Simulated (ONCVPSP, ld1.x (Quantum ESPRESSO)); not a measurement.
**Potentials for silver compared**

Generated with ld1.x 7.5 (TM, RRKJ, ultrasoft, PAW), atompaw 4.2 or ONCVPSP 4.0.1. The cutoff is in Ry: for ld1.x and atompaw files where the sum of valence levels is converged to 10 mRy in a Bessel basis, for ONCV files where the hardest occupied wave has 1 mHa per electron of residual kinetic energy. The error is the largest all-electron minus pseudo excitation energy over each file’s own four to seven test configurations (ionisations up to +4, promotions, holes and added fractions of an electron), all of which were solved. The labels leave out finer settings (local radius, basis sizes, second energies), which also bear on the numbers. Spin-polarised tests are not counted. The rows are a selection from randomly drawn settings: files with unsolved tests, undetermined cutoffs or missed reference levels are left out.

```tsv
potential	cutoff (Ry)	largest error (meV)	bound ghosts
ONCV, PBE, fully relativistic, rc 1.20/1.10/1.75 (spd), local smoothed, core correction no, reference 4s2 4p6 4d10 5s1, qcut 10.4/6/7.6, projectors 2/2/2	214	+13	none
RRKJ, LDA (PZ), scalar-relativistic, rc 1.80/1.65/1.55 (spd), local s, core correction yes, reference 4p6 4d10 5s1 5p0	60	-434	none
ONCV, PBE, scalar-relativistic, rc 1.75/1.70/1.60 (spd), local d, core correction yes, reference 4s2 4p6 4d10 5s0.5, qcut 8.1/7.4/8.9, projectors 2/2/0	58	-104	none
ONCV, PBE, scalar-relativistic, rc 1.25/1.40/1.85 (spd), local smoothed, core correction no, reference 4s2 4p6 4d8, qcut 9/11.1/8.8, projectors 2/2/2	75	-68	none
ONCV, PBE, scalar-relativistic, rc 1.30/1.50/2.00 (spd), local smoothed, core correction yes, reference 4s2 4p6 4d10 5s1, qcut 8.6/11/6.7, projectors 3/2/2	59	+99	none
ONCV, PBEsol, fully relativistic, rc 1.55/1.55/1.15/1.40 (spdf), local smoothed, core correction yes, reference 4s2 4p6 4d10 5s0.5, qcut 9.7/7.9/8.7/12.3, projectors 2/1/2/2	69	-98	none
ONCV, PBEsol, scalar-relativistic, rc 1.30/1.55/1.20 (spd), local smoothed, core correction yes, reference 4s2 4p6 4d10 5s1, qcut 9/7.7/7.5, projectors 2/2/2	97	-17	none
```

(1) Fill in the row for Ag: ONCV, PBE, scalar-relativistic, rc 1.65/1.55/1.65/1.70 (spdf), local smoothed, core correction yes, reference 4s2 4p6 4d10 5s0.5, qcut 6.7/10.7/9.4/6.8, projectors 2/1/2/2.

Results:

(1) cutoff 71 Ry, largest error -8.7 meV, bound ghosts: none.
